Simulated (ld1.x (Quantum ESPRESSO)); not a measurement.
aluminium (Al): RRKJ pseudisation with PBE, scalar-relativistic reference atom.

ld1.x (Quantum ESPRESSO) 7.5 input, shortened:

```
&input
   title='Al', zed=13., rel=1, dft='PBE', iswitch=3,
   config='[Ne] 3s1 3p2 3d-2'
 /
 &inputp
   pseudotype=2, tm=.false., lloc=-2, rcloc=2.05,
   nlcc=.false.
 /
3
3S  1  0   1.00   0.00  1.70  1.70  0.0
3P  2  1   2.00   0.00  2.75  2.75  0.0
3D  3  2  -2.00   0.05  2.50  2.50  0.0
 &test
   configts(1)='3s1 3p2'
 /
```

All-electron outer shells of the reference configuration (PBE, scalar-relativistic, ld1.x):

```json
{"shell": "2s", "level (eV)": "-109.98", "outermost node (bohr)": "0.16", "outermost maximum (bohr)": "0.50"}
{"shell": "2p", "level (eV)": "-71.45", "outermost node (bohr)": "–", "outermost maximum (bohr)": "0.43"}
{"shell": "3s", "level (eV)": "-8.57", "outermost node (bohr)": "0.80", "outermost maximum (bohr)": "2.06"}
{"shell": "3p", "level (eV)": "-3.34", "outermost node (bohr)": "0.81", "outermost maximum (bohr)": "2.58"}
```

(1) Estimate the cutoffs (Ry, on a coarse ladder) from which the occupation-weighted sum of valence levels, in a spherical-Bessel basis at the reference potential, stays within 10 and 1 mRy of its value at 400 Ry.

(2) Does the potential have ghost states?

(3) Which valence shell sets the plane-wave cutoff?

(4) Tests: 3s2 3p1; 3s2 3p0; 3s1 3p0; 3s2 3p1.3; 3s0 3p3; 3s1 3p1; 3s2 3p0.5. Which has the largest error in its energy relative to the reference configuration, and how large is it?

Results:

(1) 10 Ry and 15 Ry.

(2) No extra level below or beside the all-electron valence levels (s, p, d, f tested).

(3) 3s: its level needs 15 Ry to come within 1 mRy, against 12 Ry for 3p.

(4) 3s0 3p3, with +9.4 meV (all-electron minus pseudo) on +5.31 eV.
